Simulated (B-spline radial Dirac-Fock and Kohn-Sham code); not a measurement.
Satellites and hypersatellites of the K lines of Ce⁴⁺

System: Ce⁴⁺, configuration [Kr] 4d10 5s2 5p6.

Method: ΔSCF Dirac-Fock with Breit, self-energy and vacuum polarisation, finite nucleus, configuration average. Computed with a radial B-spline solver. Each two-hole energy is an average over J within one jj subconfiguration, not an observable level; in light atoms, where LS coupling holds, the j-resolved values are not observed lines, and for a K spectator the Kα1 hypersatellite is nearly forbidden. Correlation and solid-state effects are left out.

Lines without a spectator: Kα2 (K-L2) 34274.9 eV, Kα1 (K-L3) 34715.9 eV, Kβ3 (K-M2) 39162.3 eV, Kβ1 (K-M3) 39250.7 eV. Shifts in eV with one spectator hole (a dash: not computed, or left out as unreliable):

```
spectator hole     Kα2     Kα1     Kβ3     Kβ1
        K (1s)  +696.7  +727.4  +893.7  +900.5
    L2 (2p1/2)   +80.5  +103.6       –  +212.7
    L3 (2p3/2)   +72.8   +74.9  +179.6       –
    M2 (3p1/2)       –  +13.25  +28.85   +34.7
    M3 (3p3/2)   +8.80       –  +27.90  +27.57
    M4 (3d3/2)   +1.96   -1.20       –       –
    M5 (3d5/2)   -1.99   +0.55       –       –
```

With n spectator holes in 2p, averaged over the 2p shell (energies in eV):

| n | KαLⁿ | step | hypersatellite KαʰLⁿ |
| --- | --- | --- | --- |
| 0 | 34568.8 | – | 35286.0 |
| 1 | 34651.2 | +82.4 | 35370.0 |
| 2 | 34735.0 | +83.8 | 35455.4 |
| 3 | 34820.1 | +85.2 | 35542.2 |
| 4 | 34906.7 | +86.5 | 35630.4 |
| 5 | 34994.6 | +87.9 | 35720.0 |
